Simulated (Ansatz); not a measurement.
The cluster ScAu4⁺, relaxed as a singlet with RKS B3LYP-D4/def2-SVP in Ansatz, starting from the GFN1-xTB geometry. Force threshold 0.02 eV/Å.

In the def2 sets Au takes a core potential; there is no spin–orbit coupling. The structure comes from a short search, and lower isomers may exist.

Start:

```xyz
5

Sc    0.1499    0.0953    0.8254
Au    0.1659   -1.4190   -1.4563
Au   -0.7369    1.0624   -1.5780
Au    1.0734   -2.2229    1.2182
Au   -0.6522    2.4842    0.9907
```

(1) Estimate the energy that the relaxation releases and the steps that it takes.

(2) Does the start keep its bonding and symmetry?

(3) Predict the relaxed structure.

Results:

(1) 0.03 eV, in 12 steps; 53 s on 4 threads of Intel Xeon 6975P-C on a shared host. The force fell under the threshold at step 4, but the optimiser went on and released 0.007 eV more. No frequencies were taken in this run, so the end may be a saddle point.

(2) By distances, no bond broke or formed. The bond that changes most is Au2–Au4, from 2.94 to 2.87 Å (atoms count from 1). Point group C2v at the start, Cs at the end, both within 0.05 Å.

(3) 
```csv
atom,x (Å),y (Å),z (Å)
Sc1,-0.133,-0.005,0.855
Au2,0.175,-1.417,-1.413
Au3,-0.702,1.075,-1.542
Au4,1.199,-2.178,1.160
Au5,-0.538,2.524,0.941
```
Bond lengths (bridged metal pairs left out): 4 × Au–Sc 2.56 to 2.69 Å; 3 × Au–Au 2.64 to 2.88 Å.
